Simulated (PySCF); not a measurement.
```xyz
12

C     -2.0049     0.3113     0.2964
C     -0.9714     0.1038    -0.5100
C      0.1934    -0.7755    -0.2136
Si     1.7361     0.2357     0.1820
H     -2.0873    -0.1901     1.2559
H     -2.8047     0.9895     0.0243
H     -0.9358     0.6353    -1.4595
H     -0.0150    -1.4313     0.6371
H      0.4277    -1.4151    -1.0718
H      2.0166     1.1893    -0.9255
H      1.5311     1.0061     1.4362
H      2.9144    -0.6590     0.3486
```

Charge 0, multiplicity 1.

Q: Give the Mulliken and meta-Löwdin atomic charges from PBE0-D4/def2-TZVP (PySCF 2.14.0).

A: 
| atom | Mulliken (e) | meta-Löwdin (e) |
|---|---|---|
| C1 | -0.29 | -0.29 |
| C2 | -0.12 | -0.09 |
| C3 | -0.29 | -0.44 |
| Si4 | 0.15 | 0.49 |
| H5 | 0.12 | 0.12 |
| H6 | 0.13 | 0.12 |
| H7 | 0.12 | 0.12 |
| H8 | 0.13 | 0.13 |
| H9 | 0.13 | 0.13 |
| H10 | -0.03 | -0.09 |
| H11 | -0.02 | -0.09 |
| H12 | -0.03 | -0.09 |
